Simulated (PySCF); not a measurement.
## Molecular orbitals of PI

PBE0 at R = 2.401 Å; PySCF, spin-free X2C with a Gaussian nucleus, basis sets P x2c-SVPall, I x2c-SVPall. State: ³Σ⁻ (triplet), unpaired electrons π ↑↑. Only the outer orbitals are listed, counted within each symmetry.

```json
{"spin": "α", "orbital": "13σ", "occ.": "1", "ε (eV)": "-20.47", "on P (%)": "23", "main shells (%)": "75 I s, 20 P s"}
{"spin": "α", "orbital": "14σ", "occ.": "1", "ε (eV)": "-16.33", "on P (%)": "71", "main shells (%)": "71 P s, 22 I s"}
{"spin": "α", "orbital": "15σ", "occ.": "1", "ε (eV)": "-9.69", "on P (%)": "45", "main shells (%)": "53 I p, 36 P p"}
{"spin": "α", "orbital": "7π", "occ.": "1", "ε (eV)": "-9.01", "on P (%)": "39", "main shells (%)": "61 I p, 38 P p"}
{"spin": "α", "orbital": "7π", "occ.": "1", "ε (eV)": "-9.01", "on P (%)": "39", "main shells (%)": "61 I p, 38 P p"}
{"spin": "α", "orbital": "8π", "occ.": "1", "ε (eV)": "-6.67", "on P (%)": "61", "main shells (%)": "61 P p, 39 I p"}
{"spin": "α", "orbital": "8π", "occ.": "1", "ε (eV)": "-6.67", "on P (%)": "61", "main shells (%)": "61 P p, 39 I p"}
{"spin": "α", "orbital": "16σ", "occ.": "0", "ε (eV)": "-1.55", "on P (%)": "57", "main shells (%)": "56 P p, 38 I p"}
{"spin": "α", "orbital": "17σ", "occ.": "0", "ε (eV)": "5.51", "on P (%)": "48", "main shells (%)": "40 P s, 39 I s, 14 I d"}
{"spin": "α", "orbital": "9π", "occ.": "0", "ε (eV)": "8.06", "on P (%)": "23", "main shells (%)": "76 I d, 22 P d"}
{"spin": "β", "orbital": "13σ", "occ.": "1", "ε (eV)": "-20.06", "on P (%)": "13", "main shells (%)": "84 I s, 10 P s"}
{"spin": "β", "orbital": "14σ", "occ.": "1", "ε (eV)": "-14.50", "on P (%)": "71", "main shells (%)": "71 P s, 15 I p, 13 I s"}
{"spin": "β", "orbital": "15σ", "occ.": "1", "ε (eV)": "-9.13", "on P (%)": "49", "main shells (%)": "50 I p, 33 P p, 15 P s"}
{"spin": "β", "orbital": "7π", "occ.": "1", "ε (eV)": "-8.21", "on P (%)": "10", "main shells (%)": "90 I p, 9 P p"}
{"spin": "β", "orbital": "7π", "occ.": "1", "ε (eV)": "-8.21", "on P (%)": "10", "main shells (%)": "90 I p, 9 P p"}
{"spin": "β", "orbital": "8π", "occ.": "0", "ε (eV)": "-2.89", "on P (%)": "88", "main shells (%)": "88 P p, 10 I p"}
{"spin": "β", "orbital": "8π", "occ.": "0", "ε (eV)": "-2.89", "on P (%)": "88", "main shells (%)": "88 P p, 10 I p"}
{"spin": "β", "orbital": "16σ", "occ.": "0", "ε (eV)": "-0.97", "on P (%)": "60", "main shells (%)": "57 P p, 33 I p"}
```

**Question.** Which are the highest filled and the lowest empty level, where do they sit, and how wide is the gap?

**Answer.** Highest filled α 8π at -6.67 eV (in %: 61 P p, 39 I p); lowest empty β 8π at -2.89 eV (in %: 88 P p, 10 I p); the gap at PBE0 is 3.78 eV. Both belong to one degenerate shell, split only by its one-sided filling, so this is no excitation gap.

- bond order (Mayer): 1.31
- ⟨S²⟩: 2.007
- charge on P (Mulliken, basis-dependent): 0.10
- charge on P (Löwdin, basis-dependent): 0.01
- dipole moment (positive dipole means P(−)I(+)): -0.01 D
- polarisability along the bond: 71.9 bohr³
- polarisability across the bond: 28.8 bohr³

Spin–orbit coupling is left out. The state was picked by a PBE0 search and need not be the measured ground state.
